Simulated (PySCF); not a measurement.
Ligand exchange on a metal centre used in film growth or etching (Mo Cl-F). Gas-phase values, no solvent.

The HOMO from two functionals at the same geometries (TPSS-D3(BJ)/def2-SVP), both in PySCF: PBE-D3(BJ)/def2-TZVP and B3LYP-D3(BJ)/def2-TZVP. B3LYP has the VWN-RPA correlation part, as in Gaussian. 

```csv
species,PBE-D3(BJ)/def2-TZVP (eV)
0 of 6 Cl replaced by F ([Mo(Cl)6]),-7.84
1 of 6 Cl replaced by F ([Mo(Cl)5(F)]),-7.89
2 of 6 Cl replaced by F ([Mo(Cl)4(F)2]),-8.18
3 of 6 Cl replaced by F,-8.28
4 of 6 Cl replaced by F,-8.60
5 of 6 Cl replaced by F ([Mo(Cl)(F)5]),-9.13
```

What does B3LYP-D3(BJ)/def2-TZVP give for each?


- 0 of 6 Cl replaced by F ([Mo(Cl)6]): -8.91
- 1 of 6 Cl replaced by F ([Mo(Cl)5(F)]): -8.97
- 2 of 6 Cl replaced by F ([Mo(Cl)4(F)2]): -9.30
- 3 of 6 Cl replaced by F: -9.42
- 4 of 6 Cl replaced by F: -9.78
- 5 of 6 Cl replaced by F ([Mo(Cl)(F)5]): -10.42
Over these rows, drawn at random from the members with no instability flagged (it was tested for open shells, ions and some series alone), PBE minus B3LYP-D3(BJ): mean +1.15 eV, from +1.07 eV to +1.29 eV.
